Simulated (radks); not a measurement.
Task: All-electron atom: Sm2+ in [Xe] 4f5.5 5d0.5 (fractional occupations, a model configuration). Calculated with a radial shooting solver on a logarithmic mesh with Libxc functionals: Dirac Kohn-Sham, PBE, spin-unpolarised, spherical densities, point nucleus; open shells fill j = l - 1/2 first. Some entries of the table are withheld. Estimate them.

orbital,occ.,eigenvalue (eV),<r> (bohr),r(max) (bohr)
1s1/2,2,-46649.84,0.02274,0.01449
2s1/2,2,-7632.761,0.09649,0.08230
2p1/2,2,-7235.016,(1),(2)
2p3/2,4,-6632.160,(3),(4)
3s1/2,2,-1685.145,0.2545,(5)
3p1/2,2,-1514.113,0.2442,0.2209
3p3/2,4,-1392.053,0.2569,0.2329
3d3/2,4,-1095.681,0.2286,0.1857
3d5/2,6,-1069.177,0.2326,0.1891
4s1/2,2,-347.9834,0.5788,0.5397
4p1/2,2,-282.4064,(6),0.5455
4p3/2,4,-255.5772,(7),0.5711
4d3/2,4,-147.7022,0.6637,0.5826
4d5/2,6,-142.9014,0.6740,0.5909
5s1/2,2,-58.2017,1.399,1.257
5p1/2,2,-40.4243,1.569,1.373
5p3/2,4,-36.7561,1.658,1.447
4f5/2,5.5,-18.5191,0.9493,(8)
4f7/2,0,-17.9517,0.9630,(9)
5d3/2,0.5,-14.5123,2.462,(10)
5d5/2,0,-14.2120,2.507,(11)

Result: 
(1) 2p1/2 <r> (bohr): 0.08073
(2) 2p1/2 r(max) (bohr): 0.06237
(3) 2p3/2 <r> (bohr): 0.08736
(4) 2p3/2 r(max) (bohr): 0.06800
(5) 3s1/2 r(max) (bohr): 0.2339
(6) 4p1/2 <r> (bohr): 0.5929
(7) 4p3/2 <r> (bohr): 0.6217
(8) 4f5/2 r(max) (bohr): 0.6077
(9) 4f7/2 r(max) (bohr): 0.6127
(10) 5d3/2 r(max) (bohr): 1.962
(11) 5d5/2 r(max) (bohr): 1.999
